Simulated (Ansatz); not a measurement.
Harmonic frequencies (cm⁻¹) at PBE0-D4/def2-TZVP from Ansatz: 65, 87, 130, 225, 370, 486, 525, 636, 687, 792, 886, 934, 937, 944, 986, 1094, 1234, 1398, 1968, 2206, 2210, 2217, 2600, 3176.

Each molecule was computed in one conformer, which needn't be the lowest.

Problem. Which molecule is it?
A. `F/C=N\B[SiH3]`
B. `BBC=C`
C. `[F][Ge]1([SH])[CH2][NH]1`
D. `BC#[C][Zn][CH2][SeH]`

Solution. A.
